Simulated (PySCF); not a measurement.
# EPR parameters of C7H5ClN

Species: C7H5ClN (doublet state).
Structure used (GFN2-xTB), in Å, numbered top down from 1:
```
atom  x, y, z in Å
N1    -2.645    1.192    1.424
C2    -2.183    0.519    0.624
C3    -1.557   -0.319   -0.373
C4    -0.088   -0.405   -0.105
C5     0.659   -1.480    0.191
C6     2.019   -1.031    0.360
C7     2.171    0.267    0.172
C8     0.787    0.825   -0.111
Cl9    0.712    1.686   -1.669
H10   -2.013   -1.311   -0.346
H11   -1.731    0.132   -1.356
H12    0.330   -2.497    0.291
H13    3.046    0.882    0.214
H14    0.491    1.539    0.662
```

The hyperfine couplings belong to this conformer and change with its torsions.

Identity: `N#CCC1=C[C]=C[C@H]1Cl` [radical].

Theory: UKS B3LYP, pcH-1 on C Cl H N, non-relativistic, mean-field spin-orbit, GIAO in PySCF 2.14.0. Isolated species at its GFN2-xTB geometry (one conformer only). Couplings are sensitive to structure, and on GFN2-xTB geometries they can be far from those on DFT ones. The SCF solution wasn't tested for stability.

```
g1, g2, g3                      : 2.00187, 2.00213, 2.00292
g_iso                           : 2.00231
Form of g                       : rhombic: the two nearest values differ by 24 % of g3 − g1
⟨S²⟩                            : 0.7612 (exact 0.7500)
HOMO–LUMO gap, α and β orbitals : 4.88, 3.67 eV
```

Hyperfine couplings atom by atom, in mT; T1 to T3 are the principal values of the dipolar part; ρ(0) is the spin density at the nucleus (MHz turned into mT with g_iso):

```csv
atom,isotope,a_iso,of which spin–orbit,T1,T2,T3,Mulliken spin population,ρ(0) (bohr⁻³)
N1,14N,0.00,0.00,-0.01,0.00,0.01,0.00,0.0003
C2,13C,0.10,0.00,-0.01,-0.01,0.02,0.00,0.0024
C3,13C,0.13,0.00,-0.04,-0.03,0.07,0.00,0.0033
C4,13C,1.66,0.00,-0.17,0.07,0.11,0.05,0.0415
C5,13C,1.58,0.00,-0.39,-0.16,0.55,-0.03,0.0395
C6,13C,16.04,-0.01,-2.84,-2.07,4.90,1.01,0.3999
C7,13C,0.71,0.00,-0.85,0.07,0.78,-0.14,0.0177
C8,13C,2.80,0.00,-0.24,-0.20,0.45,0.07,0.0697
Cl9,35Cl,-0.02,0.00,-0.13,-0.06,0.19,0.01,-0.0012
H10,1H,0.03,0.00,-0.05,-0.04,0.09,0.00,0.0002
H11,1H,0.15,0.00,-0.05,-0.03,0.08,0.00,0.0010
H12,1H,0.44,0.00,-0.24,-0.19,0.42,0.00,0.0027
H13,1H,1.36,0.00,-0.23,-0.17,0.40,0.02,0.0085
H14,1H,0.00,0.00,-0.12,-0.07,0.19,0.00,0.0000
```

The largest Mulliken spin populations are on C6 (+1.01), C7 (-0.14) and C8 (+0.07). C6 is the only atom above +0.15. The positive populations add up to 1.17 and the negative ones to -0.17, together 2S = 1.

Axes: g1 points within 10° of the C5–C6 bond.

Under fast tumbling the dipolar parts average out, and these isotropic splittings remain: 1 × 1H (H13, I = 1/2, 2 lines) with 1.36 mT, 1 × 1H (H12, I = 1/2, 2 lines) with 0.44 mT and 1 × 1H (H11, I = 1/2, 2 lines) with 0.15 mT.

The 13C coupling of C6 (449.4 MHz) shows only in satellite lines or after enrichment, since that isotope makes up about 1.07 % of natural carbon.

β density exceeds α density at some nuclei, such as Cl9 (-0.0012), spin density in bohr⁻³. In a single determinant that takes different orbitals for the two spins, that is spin polarisation.

Time: 1.9 min of wall time (grids of density and orbitals included); peak memory 0.97 GiB. Hardware: one thread of an Arm Neoverse V2, no GPU, on a shared host.
